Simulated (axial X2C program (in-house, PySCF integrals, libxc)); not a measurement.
**Spin–orbit effects along a row: molecules with Cr (ions), PBE0**

Computed with an in-house relativistic program for diatomic molecules, spin-free (one-electron X2C) or two-component (2c: spin–orbit coupling with atomic mean-field Coulomb and Gaunt terms, which also bring small scalar terms), in Dyall basis sets with cores contracted in-house; open shells are unrestricted.

Basis sets: B dyall-v3z, C dyall-v3z, Cr dyall-cv3z, F dyall-av3z, Li dyall-cv3z, O dyall-av3z.

```
molecule   spin-free state  Re (Å)  ωe (cm⁻¹)  De (eV)  2c state  Re 2c (Å)  ωe 2c (cm⁻¹)  De 2c (eV)
   LiCr⁺    M_S = 3, Λ = 0   2.906      216.4     0.85     Ω = 3      2.907         216.3        0.85
    CrB⁺    M_S = 3, Λ = 0   2.169      436.3     1.94     Ω = 3      2.170         435.6        1.94
    CrC⁺  M_S = 3/2, Λ = 0   1.642      685.1     1.94   Ω = 3/2      1.642         684.6        1.94
    CrO⁺  M_S = 3/2, Λ = 0   1.579      765.8     2.99   Ω = 3/2      1.580         764.3        2.98
    CrF⁺    M_S = 2, Λ = 0   1.711      800.9     3.71     Ω = 2      1.711         800.6        3.70
```

Problem. Work out the shifts from the spin-free to the two-component result.

Solution. 

```
molecule  2c state  ΔRe (Å)  Δωe (cm⁻¹)  ΔDe (eV)
   LiCr⁺     Ω = 3    0.001        -0.1      0.00
    CrB⁺     Ω = 3    0.001        -0.7      0.00
    CrC⁺   Ω = 3/2    0.000        -0.5      0.00
    CrO⁺   Ω = 3/2    0.001        -1.5     -0.01
    CrF⁺     Ω = 2    0.000        -0.3     -0.01
```

Shifts of one unit in the last digit are rounding.

Fragments in 2c: Cr + Li+, Cr+ + B, Cr+ + C, Cr+ + O, Cr+ + F. Each entry is the lowest single determinant of a limited PBE0 search at one distance. De goes to single-determinant-based atoms at the same level (for ions the charge split of lowest energy) and is withheld (n/a) where an atom does not fit its ground term or J level. Main or longest-lived isotopes. One determinant is a doubtful description, or other states lie close, for LiCr⁺, CrB⁺, CrC⁺, CrO⁺, CrF⁺; these need not be ground states, and all values refer to the states named. Some open-shell Ω = 0 determinants are out of reach, so the Ω given for LiCr⁺, CrB⁺, CrF⁺ need not be the lowest component. With several unpaired electrons the Ω given is that of one determinant, not necessarily of the lowest component. Some light 2c atoms are not at their ground J level, so De misses part of their lowering (0.04 eV or less). The functionals have no current term, which raises determinants with orbital currents.
